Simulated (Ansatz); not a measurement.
Total energies of Se₃⁺ (the lowest doublet isomer of a short search) from Ansatz at PBE0-D4/def2-TZVP, gas phase (1 Eh = 27.2114 eV = 2625.5 kJ/mol). The reference geometry is relaxed at r2SCAN-D4/def2-TZVP.

Cartesian coordinates in Å:
```
Se 0.3930 1.1149 0.7141
Se 0.8248 -0.9884 -0.0776
Se -1.2178 -0.1265 -0.6365
```

| state | geometry | energy (Eh) |
| --- | --- | --- |
| charge 1 doublet | reference | -7203.52743 |
| charge 0 singlet | reference | -7203.83189 |
| charge 1 quartet | relaxed at r2SCAN-D4/def2-TZVP | -7203.50415 |

**Question.** Work out the vertical electron affinity, to the singlet.

**Answer.** E(charge 1 doublet) − E(charge 0 singlet) = -7203.52743 − (-7203.83189) = 0.30446 Eh = 8.28 eV.

**Question.** Which of the charge 1 states is lowest, and how far above it are the others?

**Answer.** The doublet. quartet: -7203.50415 − (-7203.52743) = 0.02328 Eh = 61.1 kJ/mol.

The structure comes from a short search, and lower isomers may exist.
